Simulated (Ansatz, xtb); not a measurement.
# Isomers of C5H9NO in order of energy

3 gas-phase structures of C5H9NO, from a drawn sample of its isomers (lower ones may exist). Each was relaxed with GFN2-xTB; where two conformers were screened, the lower at r2SCAN-D4/def2-SVP//GFN2-xTB is listed:

A. `C=CCCC(N)=O`, a singlet
B. `C=CC/C=C(\N)O`, a singlet
C. `[H]/N=C(/O)CCC=C`, a singlet

Q: Which do you expect lowest at r2SCAN-D4/def2-SVP//GFN2-xTB, and how would the others follow?

A: Calculated order at r2SCAN-D4/def2-SVP//GFN2-xTB: A (0.0), C (15.5), B (24.7) kcal/mol.

Energies above the lowest of each column, in kcal/mol; the last columns are at r2SCAN-D4/def2-SVP geometries:

```
structure  GFN2-xTB  HF/STO-3G  r2SCAN-D4/def2-SVP//GFN2-xTB  r2SCAN-D4/def2-SVP  CCSD(T)/def2-SVP + ΔMP2/def2-TZVPP
        A       0.0        0.0                           0.0                 0.0                                 0.0
        C       9.3        6.6                          15.5                14.7                                10.5
        B      19.0       22.4                          24.7                24.4                                22.5
```

Every level run on A puts it lowest or level with the lowest. Flexible structures stand in one conformer each, not always the lowest. The ΔMP2 step shifts differences by up to 3.6 kcal/mol, which makes them less sure. ΔMP2 is the change of the MP2 energy from the smaller to the larger basis.

Programs: Ansatz 0.2.0, xtb 6.7.1.
